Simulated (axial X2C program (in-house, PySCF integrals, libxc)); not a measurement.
## Ionising PdN

Calculated with an in-house all-electron X2C program for linear molecules (integrals from PySCF), spin-free (one-electron X2C) or two-component (2c: spin–orbit coupling with atomic mean-field Coulomb and Gaunt terms, which also bring small scalar terms), in Dyall basis sets with cores contracted in-house; open shells are unrestricted.

Basis sets: N dyall-av3z, Pd dyall-cv3z.

```
Hamiltonian  level         PdN state  Re (Å)  ωe (cm⁻¹)  De (eV)
  spin-free   PBE0  M_S = 3/2, Λ = 0   1.796      637.2     2.08
         2c   PBE0           Ω = 3/2   1.796      636.5     2.09
```

Adiabatic ionisation energy (minimum to minimum, no zero-point term) and constants of PdN⁺:

```tsv
Hamiltonian	level	PdN⁺ state	IE (eV)	Re (Å)	ωe (cm⁻¹)	De (eV)	fragments
spin-free	PBE0	M_S = 1, Λ = 0	8.87	1.757	642.5	1.64	Pd+ + N
2c	PBE0	Ω = 1	8.87	1.757	639.2	n/a	Pd+ + N
```

Task: Add the zero-point terms to the ionisation energy at PBE0, 2c, and say whether the electron removed was bonding.

Result: IE0 = IE + (ωe⁺ − ωe)/2 = 8.87 + (0.000) = 8.87 eV. Re changes by -0.039 Å, so the bond shortens, as on loss of an antibonding or a polarising non-bonding electron.

Each entry is the lowest single determinant of a limited PBE0 search at one distance. De goes to single-determinant-based atoms at the same level (for ions the charge split of lowest energy) and is withheld (n/a) where an atom does not fit its ground term or J level. Main or longest-lived isotopes. One determinant is a doubtful description, or other states lie close, for PdN, PdN⁺; these need not be ground states, and all values refer to the states named. Some open-shell Ω = 0 determinants are out of reach, so the Ω given for PdN⁺ need not be the lowest component. With several unpaired electrons the Ω given is that of one determinant, not necessarily of the lowest component. The functionals have no current term, which raises determinants with orbital currents.
